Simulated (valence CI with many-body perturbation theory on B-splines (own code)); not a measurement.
# E1 line list for Os71+

Computed by valence CI with perturbative core correlation (CI+MBPT): three valence electrons over a frozen Dirac-Fock core [He], a basis of 11 s, 11 p, 9 d, 7 f, 5 g, 2 h, 1 i functions for each j, with the one-electron correlation potential Σ1 (screened to all orders), the two-electron term Σ2, the three-electron term Σ3, Breit, model QED; selected single and double excitations, second order for the rest (own B-spline code, finite nucleus).

The last digits are not significant, and no measured levels were compared; by estimate large intervals hold to a few tenths of a per cent, small ones and those within an open d or f shell to about a per cent.

Lines 1 to 50 of 294 in falling wavelength, among levels below 14296 eV, chosen from the strongest by gf and those to the six lowest levels. Wavelengths and rates use the calculated energies. Electric multipoles are in the length gauge, E1 and E2 with the static RPA response of the core. Weak lines are less certain than strong ones. Lines between different terms over intervals too small for the method are left out, as are lines whose strength nearly cancels. The highest levels of a list are the least certain.

Levels are named by their leading jj configuration (3d3/2^4 stands for four electrons in 3d with j = 3/2), which in mixed levels can hold well under half, so a name can repeat and another be missing. Letters in brackets count levels of one name in rising energy.

| λ vac (nm) | Upper | Lower | A (s⁻¹) | S (a.u.) |
| --- | --- | --- | --- | --- |
| 6.796 | (2p1/2 2p3/2 3d5/2) J=9/2 | (2p1/2 2p3/2 3p3/2) J=7/2 | 5.25e+10 | 8.13e-02 |
| 6.779 | (2p1/2 2p3/2 3d5/2) J=7/2 [b] | (2p1/2 2p3/2 3p3/2) J=5/2 [b] | 4.42e+10 | 5.43e-02 |
| 6.744 | (2s 2p1/2 3d5/2) J=7/2 | (2s 2p1/2 3p3/2) J=5/2 | 5.16e+10 | 6.25e-02 |
| 6.706 | (2s 2p3/2 3d5/2) J=9/2 | (2s 2p3/2 3p3/2) J=7/2 | 4.92e+10 | 7.32e-02 |
| 6.691 | (2s 2p3/2 3d5/2) J=7/2 [b] | (2s 2p3/2 3p3/2) J=5/2 [b] | 3.05e+10 | 3.60e-02 |
| 6.674 | (2s 2p3/2 3d5/2) J=7/2 [a] | (2s 2p3/2 3p3/2) J=5/2 [a] | 3.86e+10 | 4.54e-02 |
| 6.652 | (2p1/2^2 3d5/2) J=5/2 | (2p1/2^2 3p3/2) J=3/2 | 5.66e+10 | 4.94e-02 |
| 6.613 | (2p1/2 2p3/2 3d5/2) J=7/2 [a] | (2p1/2 2p3/2 3p3/2) J=5/2 [a] | 4.88e+10 | 5.58e-02 |
| 6.585 | (2s^2 3d5/2) J=5/2 | (2s^2 3p3/2) J=3/2 | 3.80e+10 | 3.21e-02 |
| 6.563 | (2s 2p1/2 3d5/2) J=5/2 [a] | (2s 2p1/2 3p3/2) J=3/2 [a] | 5.18e+10 | 4.33e-02 |
| 6.382 | (2s 2p1/2 3d5/2) J=5/2 [b] | (2s 2p1/2 3p3/2) J=3/2 [b] | 4.91e+10 | 3.78e-02 |
| 6.179 | (2s 2p1/2 2p3/2) J=3/2 [a] | (2s^2 2p3/2) J=3/2 | 1.25e+09 | 5.83e-04 |
| 5.781 | (2p1/2 2p3/2 3p3/2) J=7/2 | (2s 2p3/2 3p3/2) J=5/2 [b] | 3.84e+10 | 2.93e-02 |
| 5.126 | (2s 2p1/2 2p3/2) J=5/2 | (2s^2 2p3/2) J=3/2 | 9.28e+09 | 3.70e-03 |
| 4.362 | (2s 2p1/2^2) J=1/2 | (2s^2 2p1/2) J=1/2 | 2.71e+10 | 2.22e-03 |
| 4.186 | (2p1/2^2 2p3/2) J=3/2 | (2s 2p1/2 2p3/2) J=1/2 | 1.51e+10 | 2.18e-03 |
| 3.902 | (2s 2p1/2 2p3/2) J=1/2 | (2s^2 2p3/2) J=3/2 | 2.00e+10 | 1.18e-03 |
| 3.878 | (2s 2p1/2 2p3/2) J=3/2 [b] | (2s^2 2p3/2) J=3/2 | 1.45e+10 | 1.67e-03 |
| 3.332 | (2p1/2^2 2p3/2) J=3/2 | (2s 2p1/2 2p3/2) J=5/2 | 8.28e+10 | 6.05e-03 |
| 3.000 | (2p1/2^2 2p3/2) J=3/2 | (2s 2p1/2 2p3/2) J=3/2 [a] | 2.21e+10 | 1.18e-03 |
| 2.392 | (2p1/2 2p3/2 3d3/2) J=5/2 [b] | (2p1/2 2p3/2 3p1/2) J=3/2 [b] | 5.41e+11 | 2.19e-02 |
| 2.373 | (2s 2p1/2 3d3/2) J=3/2 [b] | (2s 2p1/2 3p1/2) J=1/2 [b] | 5.27e+11 | 1.39e-02 |
| 2.366 | (2p1/2 2p3/2 3d3/2) J=3/2 [b] | (2p1/2 2p3/2 3p1/2) J=3/2 [b] | 6.11e+11 | 1.60e-02 |
| 2.317 | (2s 2p3/2 3d5/2) J=7/2 [b] | (2p1/2 2p3/2 3s) J=5/2 | 2.79e+11 | 1.37e-02 |
| 2.301 | (2s 2p3/2 3d3/2) J=5/2 [a] | (2s 2p3/2 3p1/2) J=5/2 | 5.48e+11 | 1.98e-02 |
| 2.298 | (2s 2p3/2 3d3/2) J=3/2 [b] | (2s 2p3/2 3p1/2) J=1/2 | 5.05e+11 | 1.21e-02 |
| 2.295 | (2s 2p3/2 3d3/2) J=5/2 [a] | (2s 2p3/2 3p1/2) J=3/2 [a] | 4.75e+11 | 1.70e-02 |
| 2.276 | (2p1/2 2p3/2 3p3/2) J=3/2 [a] | (2p1/2 2p3/2 3s) J=3/2 [b] | 5.03e+11 | 1.17e-02 |
| 2.273 | (2s 2p3/2 3d3/2) J=5/2 [b] | (2s 2p3/2 3p1/2) J=3/2 [b] | 1.06e+12 | 3.67e-02 |
| 2.269 | (2s 2p3/2 3d3/2) J=3/2 [a] | (2s 2p3/2 3p1/2) J=3/2 [a] | 8.51e+11 | 1.96e-02 |
| 2.264 | (2p1/2 2p3/2 3d3/2) J=5/2 [a] | (2p1/2 2p3/2 3p1/2) J=3/2 [a] | 8.34e+11 | 2.87e-02 |
| 2.264 | (2s 2p3/2 3d3/2) J=7/2 | (2s 2p3/2 3p1/2) J=5/2 | 1.02e+12 | 4.67e-02 |
| 2.260 | (2s^2 3d3/2) J=3/2 | (2s^2 3p1/2) J=1/2 | 1.03e+12 | 2.34e-02 |
| 2.259 | (2p1/2^2 3d3/2) J=3/2 | (2p1/2^2 3p1/2) J=1/2 | 1.03e+12 | 2.35e-02 |
| 2.257 | (2s 2p1/2 3d3/2) J=3/2 [a] | (2s 2p1/2 3p1/2) J=1/2 [a] | 1.01e+12 | 2.28e-02 |
| 2.250 | (2p1/2 2p3/2 3d3/2) J=7/2 | (2p1/2 2p3/2 3p1/2) J=5/2 | 1.05e+12 | 4.72e-02 |
| 2.248 | (2s 2p3/2 3p3/2) J=3/2 [a] | (2s 2p3/2 3s) J=3/2 [a] | 1.27e+12 | 2.85e-02 |
| 2.246 | (2s 2p3/2 3d3/2) J=1/2 [a] | (2s 2p3/2 3p1/2) J=3/2 [a] | 1.14e+12 | 1.27e-02 |
| 2.246 | (2s 2p1/2 3d3/2) J=5/2 | (2s 2p1/2 3p1/2) J=3/2 | 1.03e+12 | 3.45e-02 |
| 2.243 | (2p1/2 2p3/2 3d3/2) J=3/2 [a] | (2p1/2 2p3/2 3p1/2) J=1/2 | 5.94e+11 | 1.32e-02 |
| 2.231 | (2s 2p1/2 3p3/2) J=3/2 [b] | (2s 2p1/2 3s) J=1/2 [b] | 8.79e+11 | 1.93e-02 |
| 2.218 | (2p1/2 2p3/2 3p3/2) J=5/2 [a] | (2p1/2 2p3/2 3s) J=3/2 [a] | 1.57e+12 | 5.06e-02 |
| 2.215 | (2p1/2 2p3/2 3d3/2) J=1/2 [a] | (2p1/2 2p3/2 3p1/2) J=1/2 | 9.68e+11 | 1.04e-02 |
| 2.213 | (2s 2p1/2 3p3/2) J=1/2 | (2s 2p1/2 3s) J=1/2 [b] | 1.43e+12 | 1.53e-02 |
| 2.210 | (2s 2p3/2 3p3/2) J=5/2 [b] | (2s 2p3/2 3s) J=3/2 [b] | 1.61e+12 | 5.13e-02 |
| 2.197 | (2p1/2 2p3/2 3p3/2) J=7/2 | (2p1/2 2p3/2 3s) J=5/2 | 1.31e+12 | 5.50e-02 |
| 2.183 | (2s 2p3/2 3p3/2) J=7/2 | (2s 2p3/2 3s) J=5/2 | 1.75e+12 | 7.18e-02 |
| 2.183 | (2p1/2 2p3/2 3d3/2) J=5/2 [b] | (2p1/2 2p3/2 3p1/2) J=5/2 | 4.16e+11 | 1.28e-02 |
| 2.173 | (2s 2p1/2 3d3/2) J=3/2 [b] | (2s 2p1/2 3p1/2) J=3/2 | 5.09e+11 | 1.03e-02 |
| 2.172 | (2p1/2 2p3/2 3p3/2) J=3/2 [b] | (2p1/2 2p3/2 3s) J=3/2 [b] | 6.44e+11 | 1.30e-02 |
